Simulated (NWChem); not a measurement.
# CH$_{6}$BN; SMILES BNC

```xyz
9

B      0.2300    -1.3584     0.0000
H     -0.4328    -2.3707     0.0000
H      1.4410    -1.3823     0.0000
N     -0.4209    -0.1328     0.0000
C      0.1788     1.1783     0.0000
H     -1.4353    -0.1210     0.0000
H     -0.1099     1.7627     0.8904
H     -0.1099     1.7627    -0.8904
H      1.2725     1.0781     0.0000
```
Atoms are numbered in this order, from 1.

All runs: NWChem. Structure relaxed at the PBE0/def2-SVP level. GIAO values for the isolated, static molecule; σ is the absolute isotropic shielding, δ = σ(reference) − σ with the isolated reference molecule computed at the same levels (11B: boron trifluoride, 13C: tetramethylsilane, 1H: tetramethylsilane, 15N: ammonia).

Problem. Estimate the computed values for LDA (Slater exchange, VWN5)/pcSseg-1. Quantities: δ B1 (ppm); δ H2 (ppm); δ H3 (ppm); δ N4 (ppm); δ C5 (ppm); δ H6 (ppm); δ H7 (rotor mean) (ppm).

Solution. 
* **δ B1 (ppm)**: 27.6
* **δ H2 (ppm)**: 4.75
* **δ H3 (ppm)**: 4.96
* **δ N4 (ppm)**: 158.9
* **δ C5 (ppm)**: 40.4
* **δ H6 (ppm)**: 4.90
* **δ H7 (rotor mean) (ppm)**: 3.10
